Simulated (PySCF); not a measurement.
# Structure from NMR data

The spectra below were simulated for a compound C$_{6}$H$_{10}$N$_{2}$Si.

¹H NMR (500 MHz, computed): δ 7.30 (m, 2H), 6.83 (t, 1H), 6.74 (d, 2H), 4.70 (s, 3H), 4.41 (br s, 1H), 1.99 (br s, 1H).

¹³C{¹H} NMR (computed): δ 153.8 (C), 135.1 (CH), 123.4 (CH), 113.8 (CH).

Equivalent nuclei averaged, relativity neglected, no solvent model, single conformer. Geometry from PBE0-D3(BJ)/def2-SVP; PBE0/pcSseg-1 with gauge-including orbitals; PySCF 2.14.0 with density-fitted response routines.

Shifts are taken against calculated references (same method and geometry level): ¹H, ¹³C against TMS.

Question: Propose a structure and justify it.

Answer: 
The formula gives 4 degrees of unsaturation (1 ring in the answer). 4 carbon signals for 6 carbons: some carbons are equivalent by symmetry or fast rotation. Carbon types of the structure: 1 × C, 5 × CH, leaving 5 H on heteroatoms. δC 153.8: aromatic carbon bearing nitrogen; the electronegative substituent deshields the carbon that carries it. δC 135.1, 123.4, 113.8: aromatic CH. δH 7.30, 6.83, 6.74: hydrogen on an aromatic CH. δH 4.70: hydrogen on a silicon bonded to N. δH 4.41, 1.99: hydrogen on a nitrogen bonded to O or N; exchangeable, gas-phase position.

The compound is SMILES [SiH3]NNc1ccccc1.

The data come from this structure; uniqueness wasn't tested.

OH and NH positions are those of a molecule without intermolecular hydrogen bonds; in solution they move with solvent, concentration and temperature, and exchange usually removes their couplings. Shifts are as computed. Against solution values, carbons near 30 ppm lie about +2 ppm off and those near 130 ppm about +5 ppm (rms about the fit 1.9 ppm; single classes can miss by 10 ppm). Of 1328 compounds with measured shifts, 309 miss one by over three times the rms of a fit or turn the order of signals round; such compounds aren't used in these exercises. Signals without a measured value on file couldn't be tested in this way; 1H shifts scatter by 0.2 ppm about their fit, and single ones miss by 0.5 ppm. No couplings were computed; multiplicities are counted from neighbouring protons, with m where these are inequivalent, close in shift, in a saturated or five-membered ring or joined by F or P, and br s for small geminal =CH2 splittings.
